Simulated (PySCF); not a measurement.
Species: BH5O3Si.
Numbering: `[OH:1][B:2]([OH:3])[O:4][SiH3:5]` (hydrogens: H6 on O1; H7 on O3; H8, H9, H10 on Si5)

The calculation used MP2 and CCSD/aug-cc-pVDZ in PySCF, restricted Hartree–Fock reference, frozen core, non-relativistic, gas phase, PBE0-D3(BJ)/def2-SVP geometry.

E(HF) = -541.36267 Eh.

Question: How large is the problem?

Answer: 164 basis functions and 48 electrons; 9 orbitals frozen, which leaves o = 15 correlated occupied and v = 140 virtual orbitals. That is o·v = 2100 singles and o·v(o·v + 1)/2 = 2206050 distinct closed-shell doubles amplitudes before symmetry; the costliest CCSD step grows as o²v⁴ = 8.6 × 10^10.

Question: What are the MP2 and CCSD correlation energies?

Answer: MP2 -0.7802 Eh and CCSD -0.8155 Eh, which gives totals of -542.14285 and -542.17814 Eh. That is 0.740 eV for each correlated electron at CCSD (2141 kJ/mol in all, 0.150 % of the total energy); MP2 gives 95.7 % of the CCSD value.

Question: What is the T1 diagnostic?

Answer: 0.0136, below the customary warning level of 0.02. It is the norm of the spatial-orbital singles amplitudes over the root of the number of correlated electrons, so the norm is 0.074.

Question: How does correlation change the dipole moment?

Answer: HF gives 0.59 D and CCSD (unrelaxed density) 0.59 D, a change of 0.00 D.

No triples correction and no basis-set extrapolation were made.

Conformer computed: `[OH:1][B:2]([OH:3])[O:4][SiH3:5]`: O1–B2–O4–Si5 2°, H–O1–B2–O3 1°, H–O3–B2–O1 -179°.

One conformer stands for the species.
